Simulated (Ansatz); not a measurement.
Consider the redistribution: `[CH3][Zn][Br]` + `[O]=[W]([OH])([OH])([Cl])[Cl]` → `[ZnH][Br]` + `C[O][W](=[O])([OH])([Cl])[Cl]`.

Calculated with Ansatz (gas phase, PBE0-D4/def2-TZVP geometries, no zero-point term in ΔE). CCSD(T)/CBS is the MP2 limit (def2-TZVPP, def2-QZVPP) plus CCSD(T) − MP2 in def2-TZVPP, frozen cores. DFT in def2-TZVPP. B3LYP here is the variant with VWN-RPA as its local correlation; programs differ in this. def2 core potentials past Kr. For Br, W, Zn outer-core shells are correlated without core-valence functions, which leaves a few kJ/mol of doubt a bond. Scalar relativity is left out up to krypton. Each species was taken in one conformer, which may not be the lowest.

`[CH3][Zn][Br]`:

Cartesian coordinates in Å:
```
C 0.307 -0.502 0.583
Zn -0.407 0.667 -0.775
Br -1.239 2.030 -2.357
H -0.350 -0.514 1.455
H 1.295 -0.161 0.895
H 0.394 -1.520 0.198
```

`[O]=[W]([OH])([OH])([Cl])[Cl]`:

Z-matrix (Å, degrees):
```
W
O 1 1.869
O 1 1.869 2 155.9
Cl 1 2.378 2 80.8 3 40.5
O 1 1.678 2 100.7 3 151.9
Cl 1 2.279 2 92.1 3 -100.1
H 2 0.960 1 127.7 3 -17.4
H 3 0.960 1 127.7 2 17.3
```

`[ZnH][Br]`:

```xyz
3

Zn   -0.141   -0.114    0.156
Br    1.178    0.956   -1.307
H    -1.037   -0.842    1.151
```

`C[O][W](=[O])([OH])([Cl])[Cl]`:

Cartesian coordinates in Å:
```
C -1.172 -0.447 -1.415
O -0.371 -0.901 -0.357
W 0.873 -0.150 0.781
O 1.195 -1.429 1.823
O -0.580 0.915 1.399
Cl 2.392 -0.129 -0.955
Cl 2.188 1.508 1.766
H -1.753 0.420 -1.086
H -0.535 -0.162 -2.258
H -1.844 -1.251 -1.716
H -0.392 1.626 2.018
```

| level | ΔE (eV) |
| --- | --- |
| r2SCAN-D4 | 0.68 |
| PBE0-D4 | 0.68 |
| B3LYP-D4 | 0.61 |
| ωB97X-V | 0.63 |
| ωB97M-V | 0.68 |
| PBE0 | 0.71 |
| CCSD/def2-TZVPP | 0.65 |
| CCSD/CBS(def2) | 0.72 |

Question: What does CCSD(T)/CBS give? (An estimate is asked.)

Answer: The calculation gave: +0.72 eV. The listed levels differ from it by -0.04, -0.04, -0.11, -0.09, -0.04, -0.01, -0.07, 0.00 eV.

Largest T1 diagnostic among the species: 0.021, so the coupled-cluster value is less sure than usual.

In def2-TZVPP, CCSD(T) changes the Hartree–Fock value by +0.11 eV (the triples alone add −0.00 eV) and MP2 by +0.18 eV. The D4 term adds −0.06 eV with B3LYP and −0.04 eV with PBE0; it sums over pairs of atoms, weighted by their polarisabilities, and B3LYP, whose exchange is more repulsive, gets the larger term.
